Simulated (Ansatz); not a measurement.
A nudged elastic band was laid between two geometries of C₂H₁₁NSSi₂ (17 atoms, charge 0, multiplicity 1).

These are results of RHF/STO-3G (Ansatz), not measurements.

```json
{
  "movable images": "7",
  "climbing image": "yes",
  "spring": "5.0 eV/Å²",
  "optimiser": "quadratic models (default)",
  "start path": "IDPP",
  "force threshold": "0.2 eV/Å",
  "iteration limit": "60",
  "end points": "relaxed"
}
```

First end point:

```xyz
17
Properties=species:S:1:pos:R:3
C -0.069 -2.467 -0.448
S -1.000 -1.161 -1.263
Si -0.228 0.560 -0.266
C 1.603 0.718 -0.606
N -0.983 1.978 -0.969
Si -0.652 0.574 1.954
H 1.003 -2.383 -0.609
H -0.243 -2.503 0.624
H -0.383 -3.421 -0.859
H 1.980 1.655 -0.218
H 2.171 -0.079 -0.145
H 1.812 0.696 -1.668
H -0.790 2.098 -1.968
H -2.003 2.001 -0.874
H -0.058 1.711 2.569
H -2.053 0.611 2.202
H -0.127 -0.589 2.585
```

Last end point:

```xyz
17
Properties=species:S:1:pos:R:3
C -0.386 -2.474 -0.423
S -0.890 -1.113 -1.488
Si -0.117 0.540 -0.398
C 1.738 0.664 -0.588
N -0.783 1.937 -1.226
Si -0.645 0.471 1.806
H 0.691 -2.524 -0.283
H -0.848 -2.433 0.561
H -0.696 -3.405 -0.886
H 2.123 1.546 -0.093
H 2.243 -0.193 -0.161
H 2.018 0.725 -1.631
H -1.799 2.031 -1.149
H -0.388 2.830 -0.916
H -0.421 1.745 2.402
H -2.012 0.131 2.010
H 0.153 -0.479 2.502
```

(1) What changes between the two ends?

(2) Give the energies along the band, and the barrier.

(3) What is the geometry of the highest image?

## Answers

(1) No bond is made or broken. The dihedral S2–Si3–N5–H14 goes from 61 to -171°.

(2) The run converged. The highest image is number 5 of 0 to 8, 0.102 eV above the first end and 0.040 eV above the last; the last end lies 0.063 eV above the first. The threshold of 0.2 eV/Å is loose, so the images may lie well off the minimum-energy path. Another band between the same ends (7 images) ends at a top of the same energy, where a vibrational analysis finds 1 clearly imaginary mode. Limits of this set-up: minimal basis.

```json
{"image": "0", "path coordinate (Å)": "0.00", "energy (eV)": "0.000", "dihedral S2–Si3–N5–H14 (°)": "61"}
{"image": "1", "path coordinate (Å)": "0.35", "energy (eV)": "0.009", "dihedral S2–Si3–N5–H14 (°)": "74"}
{"image": "2", "path coordinate (Å)": "0.69", "energy (eV)": "0.035", "dihedral S2–Si3–N5–H14 (°)": "89"}
{"image": "3", "path coordinate (Å)": "1.04", "energy (eV)": "0.070", "dihedral S2–Si3–N5–H14 (°)": "106"}
{"image": "4", "path coordinate (Å)": "1.38", "energy (eV)": "0.096", "dihedral S2–Si3–N5–H14 (°)": "123"}
{"image": "5", "path coordinate (Å)": "1.73", "energy (eV)": "0.102", "dihedral S2–Si3–N5–H14 (°)": "139"}
{"image": "6", "path coordinate (Å)": "2.14", "energy (eV)": "0.089", "dihedral S2–Si3–N5–H14 (°)": "157"}
{"image": "7", "path coordinate (Å)": "2.55", "energy (eV)": "0.070", "dihedral S2–Si3–N5–H14 (°)": "173"}
{"image": "8", "path coordinate (Å)": "2.97", "energy (eV)": "0.063", "dihedral S2–Si3–N5–H14 (°)": "-171"}
```

(3) 
```xyz
17
Properties=species:S:1:pos:R:3:forces:R:3
C -0.158 -2.452 -0.539 0.01 -0.01 0.00
S -0.828 -1.077 -1.486 -0.01 0.00 0.00
Si -0.134 0.575 -0.340 -0.01 -0.08 0.00
C 1.729 0.699 -0.454 0.00 0.02 -0.02
N -0.818 1.975 -1.142 0.01 0.14 -0.01
Si -0.745 0.485 1.838 0.01 0.00 0.01
H 0.927 -2.433 -0.477 0.00 0.01 0.00
H -0.548 -2.495 0.476 0.00 0.01 0.00
H -0.439 -3.377 -1.032 0.00 0.00 -0.01
H 2.085 1.597 0.034 0.00 0.00 0.00
H 2.222 -0.144 0.013 -0.01 0.00 0.01
H 2.052 0.740 -1.486 0.01 0.00 0.01
H -1.550 1.784 -1.827 0.00 -0.08 0.01
H -1.176 2.708 -0.526 0.01 0.00 0.00
H -0.416 1.706 2.492 -0.01 0.00 0.00
H -2.146 0.280 1.976 0.00 0.00 0.00
H -0.077 -0.570 2.521 0.00 0.01 0.00
```

Time of the run: 78 s on 1 thread of Arm Neoverse V1, with other jobs on the host, peak memory 0.13 GiB.
